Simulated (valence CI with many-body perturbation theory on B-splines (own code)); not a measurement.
Values are calculated unless marked as measured or tabulated.
# Tl LX: magnetic and hyperfine properties of the levels

Method: relativistic CI+MBPT: four valence electrons over a frozen Dirac-Fock core [Ar], a basis of 9 s, 9 p, 10 d, 8 f, 5 g, 3 h, 1 i functions for each j, with the one-electron correlation potential Σ1, the two-electron term Σ2, the three-electron term Σ3, Breit, model QED; selected CI, second order for the rest (own B-spline code, finite nucleus).

No measured spectrum was set against this ion. As an estimate, large intervals hold to a few tenths of a per cent, small ones and those within an open d or f shell to about a per cent. The list stops below the first excitations out of the core. Only levels of the ground parity were solved; by the run's estimate the other parity begins above the list, which can be wrong where configurations are misplaced.

A/g_I is the dipole constant over the nuclear g factor μ/I (μ in nuclear magnetons, uniformly magnetised nucleus), B/Q the quadrupole constant per barn. Both hold the static response of the core; the bare values leave it out. Large factors of s and p1/2 electrons are usually good to 5 to 10 %; those of open d and f shells near neutrality can be off by tens of per cent, and small factors of p3/2, d and f electrons come from cancelling terms and can be off by a factor of two or in sign, in half-filled shells by more. B is blank for J = 1/2, where it vanishes, and for nearly pure S terms. Energies count from the lowest level. Levels with J = 0 are left out.

Levels are named by their leading jj configuration (3d3/2^4 stands for four electrons in 3d with j = 3/2), which in mixed levels can hold well under half, so a name can repeat and another be missing. Letters in brackets count levels of one name in rising energy.

```csv
Level,E (eV),g,A/g_I (MHz),A/g_I bare,B/Q (MHz/b),B/Q bare
(3d3/2^3 3d5/2) J=1,102.00,1.487,-11600,-9500,25200,25300
(3d3/2^3 3d5/2) J=4,114.87,1.050,88400,88800,9650,9410
(3d3/2^3 3d5/2) J=2,119.53,1.174,60900,61800,88600,89300
(3d3/2^3 3d5/2) J=3,123.05,1.094,80100,80700,72200,72700
(3d3/2^2 3d5/2^2) J=2 [a],213.50,1.310,19100,20500,44200,44600
(3d3/2^2 3d5/2^2) J=4 [a],216.55,1.130,70600,71400,-33800,-34300
(3d3/2^2 3d5/2^2) J=3 [a],219.05,1.184,54900,55800,14000,14100
(3d3/2^2 3d5/2^2) J=5,222.44,1.076,79600,80100,71300,71700
(3d3/2^2 3d5/2^2) J=6,225.34,1.060,85100,85500,91000,91500
(3d3/2^2 3d5/2^2) J=1,229.41,1.038,96600,97000,15300,15400
(3d3/2^2 3d5/2^2) J=3 [b],231.88,1.044,92500,92900,14900,15000
(3d3/2^2 3d5/2^2) J=4 [b],232.58,1.025,91100,91400,-21000,-21000
(3d3/2^2 3d5/2^2) J=2 [b],235.06,1.066,83400,83900,41700,42000
(3d3/2^2 3d5/2^2) J=2 [c],249.48,0.954,113000,113000,-10600,-10700
(3d3/2^2 3d5/2^2) J=4 [c],255.45,1.168,61900,62700,135000,136000
(3d3/2^2 3d5/2^2) J=2 [d],270.62,1.097,80900,81500,-56500,-56900
```

Q: Take the isotope of mass number 203, with I = 1/2, μ = 1.616 μN. What is the hyperfine structure of (3d3/2^3 3d5/2) J=2?

A: From the table A = 197000 MHz. Shifts from the centre of gravity in MHz: F = 3/2: -296000, F = 5/2: 197000.
